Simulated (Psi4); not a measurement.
C$_{3}$H$_{3}$ (SMILES [C-]1=CC1), charge -1, singlet (typed; the unrestricted solution is spin-contaminated), geometry from GFN2-xTB (a gas-phase anion, which may not be bound at this level), with bond 5-1 at 3.0 times its length; HF/def2-SVP (Psi4).

Input for Psi4:
```
memory 2 GB

molecule mol {
-1 1
C     0.015184   -0.052156    0.806927
C     0.003588   -0.766783   -0.607575
C    -0.019757    0.561525   -0.527661
H     0.935761   -0.000041    1.428440
H    -2.683109    0.002444    2.767630
H    -0.045601    1.578483   -0.919078
}

set {
  basis def2-svp
  reference uhf
  stability_analysis follow
  scf_type pk
}

energy('scf')
print_variables()
```

The log (banner, timings and long lists left out):

```
   => Loading Basis Set <=

    Name: DEF2-SVP
    Role: ORBITAL
    Keyword: BASIS

         ---------------------------------------------------------
                                   SCF
               by Justin Turney, Rob Parrish, Andy Simmonett
                          and Daniel G. A. Smith
                              UHF Reference
         ---------------------------------------------------------

  ==> Geometry <==

    Molecular point group: c1
    Full point group: C1

    Geometry (in Angstrom), charge = -1, multiplicity = 1:

       Center              X                  Y                   Z               Mass
    ------------   -----------------  -----------------  -----------------  -----------------
         C            0.061791814379    -0.013827493572     0.823252389536    12.000000000000
         C            0.050195814379    -0.728454493572    -0.591249610464    12.000000000000
         C            0.026850814379     0.599853506428    -0.511335610464    12.000000000000
         H            0.982368814379     0.038287506428     1.444765389536     1.007825032230
         H           -2.636501185621     0.040772506428     2.783955389536     1.007825032230
         H            0.001006814379     1.616811506428    -0.902752610464     1.007825032230

  Running in c1 symmetry.

  Rotational constants: A =      0.85795  B =      0.49215  C =      0.40839 [cm^-1]
  Rotational constants: A =  25720.72642  B =  14754.25724  C =  12243.27118 [MHz]
  Nuclear repulsion =   53.343466869915218

  Charge       = -1
  Multiplicity = 1
  Electrons    = 22
  Nalpha       = 11
  Nbeta        = 11

  ==> Algorithm <==

  SCF Algorithm Type is PK.
  DIIS enabled.
  MOM disabled.
  Fractional occupation disabled.
  Guess Type is SAD.
  Energy threshold   = 1.00e-06
  Density threshold  = 1.00e-06
  Integral threshold = 1.00e-12

  ==> Primary Basis <==

  Basis Set: DEF2-SVP
    Blend: DEF2-SVP
    Number of shells: 27
    Number of basis functions: 57
    Number of Cartesian functions: 60
    Spherical Harmonics?: true
    Max angular momentum: 2

  ==> Integral Setup <==

  Using in-core PK algorithm.
   Calculation information:
      Number of atoms:                   6
      Number of AO shells:              27
      Number of primitives:             51
      Number of atomic orbitals:        60
      Number of basis functions:        57

      Integral cutoff                 1.00e-12
      Number of threads:                 1

[...]
    Wavefunction unstable!
    Rotating orbitals by 0.5 * pi / 2 radians along unstable eigenvector.
[...]
    Wavefunction stable under totally symmetric rotations.
    Lowest totally symmetric eigenvalue: 0.055374
    Lowest UHF->UHF stability eigenvalues:
       A 0.055374

    Stability analysis over.

  ==> Post-Iterations <==

   @Spin Contamination Metric:   9.929720245E-01
   @S^2 Expected:                0.000000000E+00
   @S^2 Observed:                9.929720245E-01
   @S   Expected:                0.000000000E+00
   @S   Observed:                0.000000000E+00

    Orbital Energies [Eh]
    ---------------------

    Alpha Occupied:

[...]
    Alpha Virtual:

[...]
      57A      3.861894

    Beta Occupied:

[...]
    Beta Virtual:

[...]
      57A      3.864589

    Final Occupation by Irrep:
              A
    DOCC [    11 ]
    SOCC [     0 ]
    NA   [    11 ]
    NB   [    11 ]

  @UHF Final Energy:  -114.96520382548911

   => Energetics <=

    Nuclear Repulsion Energy =             53.3434668699152184
    One-Electron Energy =                -264.9076880720709823
    Two-Electron Energy =                  96.5990173766666373
    Total Energy =                       -114.9652038254891124

  UHF NO Occupations:
  HONO-2 :    9  A 1.9968431
  HONO-1 :   10  A 1.9952430
  HONO-0 :   11  A 1.1592789
  LUNO+0 :   12  A 0.8407211
  LUNO+1 :   13  A 0.0047570
  LUNO+2 :   14  A 0.0031569
  LUNO+3 :   15  A 0.0007026

Computation Completed

Properties will be evaluated at   0.000000,   0.000000,   0.000000 [a0]

Properties computed using the SCF density matrix

 Multipole Moments:

 ------------------------------------------------------------------------------------
     Multipole            Electronic (a.u.)      Nuclear  (a.u.)        Total (a.u.)
 ------------------------------------------------------------------------------------

 L = 1.  Multiply by 2.5417464519 to convert [e a0] to [Debye]
 Dipole X            :          1.7171166           -1.5497548            0.1673618
 Dipole Y            :         -0.5298465            1.5898278            1.0599813
 Dipole Z            :         -2.8901510            3.1179936            0.2278427
 Magnitude           :                                                    1.0970336

 ------------------------------------------------------------------------------------

  Variable Map:
  ----------------------------------------------------------------------------
[...]
  Array Variable Map:
  ----------------------------------------------------------------------------
[...]
[...]
```
